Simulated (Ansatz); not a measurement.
Reaction (atomization): `[Cl][GeH2][NH][SiH](Cl)Cl` → 3 Cl• + Ge• + 4 H• + N• + Si•

Gas-phase electronic energies from Ansatz, PBE0-D4/def2-TZVP geometries. CCSD(T)/CBS is the MP2 limit (def2-TZVPP, def2-QZVPP) plus CCSD(T) − MP2 in def2-TZVPP, frozen cores. This one scheme is used for every species, atoms too. Functionals use def2-TZVPP. Open shells (•) are unrestricted, without spin–orbit coupling. Spin–orbit coupling would lower the free atoms: a little for Cl, Si; clearly for Ge. For Ge outer-core shells are correlated without core-valence functions, so the limit isn't a true one: a few kJ/mol of doubt a bond, and 10 to 20 or more in all where bonds break to atoms. Scalar relativity is left out up to krypton. One conformer a species, not always the lowest.

`[Cl][GeH2][NH][SiH](Cl)Cl`:

```xyz
10

Cl    1.414    1.321    2.207
Ge    0.282    1.561    0.386
N    -0.682    0.040    0.059
Si   -0.160   -1.495   -0.452
Cl   -1.349   -2.179   -1.970
Cl    1.762   -1.301   -1.107
H     1.289    1.815   -0.730
H    -0.729    2.684    0.632
H    -1.637    0.091    0.387
H    -0.190   -2.538    0.589
```

```tsv
level	ΔE (eV)
PBE-D4	32.90
r2SCAN-D4	32.77
r2SCAN	32.68
HF/def2-TZVPP	23.34
CCSD(T)/def2-TZVPP	31.75
HF/def2-QZVPP	23.39
MP2/def2-QZVPP	33.14
SCS-MP2/def2-QZVPP	32.94
```

Problem. What does CCSD(T)/CBS give? (Estimate.)

Solution. Ansatz gave: +32.82 eV. The listed levels differ from it by 0.08, -0.05, -0.14, -9.48, -1.07, -9.43, 0.32, 0.12 eV.

Largest T1 diagnostic among the species: 0.012.

The D4 term adds +0.63 eV with B3LYP and +0.34 eV with PBE0; it sums over pairs of atoms, weighted by their polarisabilities, and B3LYP, whose exchange is more repulsive, gets the larger term. From PBE to PBE0 (25 % exact exchange), in def2-TZVPP and without D4, ΔE moves by −0.32 eV: exact exchange takes away binding that semilocal exchange gives to molecules. In def2-TZVPP, CCSD(T) changes the Hartree–Fock value by +8.42 eV (the triples alone add +0.60 eV) and MP2 by +9.17 eV; breaking electron pairs costs correlation energy, which Hartree–Fock lacks.

B3LYP here is the variant with VWN-RPA as its local correlation; programs differ in this.

For atomizations the MP2-based limit and the directly extrapolated one differ by several kJ/mol either way, and by 10 to 25 for some Ge, Se and Sn compounds, so smaller differences from it don't rank the levels.
